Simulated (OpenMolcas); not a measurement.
S3+: the spin-orbit constant, worked from levels

- Program: OpenMolcas
- Basis: ANO-R2 [5s4p3d1f]
- Scalar Hamiltonian: X2C, finite nucleus
- Active space: 3 electrons in 8 orbitals (3s 3p 4s 4p)
- State averaging: 2S+1 = 4 odd, 1 root; 2S+1 = 2 odd, 11 roots; 2S+1 = 4 even, 3 roots; 2S+1 = 2 even, 9 roots
- Spin-orbit coupling: state interaction with AMFI integrals over the reference wave functions, term energies averaged over their components

Methods: CASSCF; MS-CASPT2, IPEA 0.25 Eh, imaginary shift 0.1 Eh (closed shells correlated: 2s 2p). Measured levels: NIST levels in Podobedova, Kelleher and Wiese, J. Phys. Chem. Ref. Data 38, 171 (2009).

**The spin-orbit constant.** For the Hund term ²P° of p1, E(J) = (A/2) J(J+1) + constant and ζ = 2S·A = A. From J = 1/2 to J = 3/2 the energy changes by 1.5 A.

```tsv
Source	E(3/2) - E(1/2)	A	ζ
CASSCF	839.2	559.5	559
MS-CASPT2	845.0	563.3	563
measured	951.4	634.3	634
```

All in cm-1. MS-CASPT2 is off by -11.2 % and CASSCF by -11.8 %. Both methods take the spin-orbit matrix elements from the reference wave functions, so the second can move ζ only through the term energies and any multistate remixing.

Over all roots computed the reference weight is 0.87 to 0.98 in MS-CASPT2; the roots of lowest weight are the least certain, and an intruder state may touch them. Active for correlation alone: 4p 4s; no level in the range computed is led by a configuration that fills them, so any true level of that kind is missing. Measured partners are found by configuration, term and J. A level has none where our copy of the source lacks it or the pairing is in doubt (some pairs that miss far off the trend of their configuration count as doubtful), and it then counts in no deviation. Only configurations of the active space appear.

° marks odd parity.
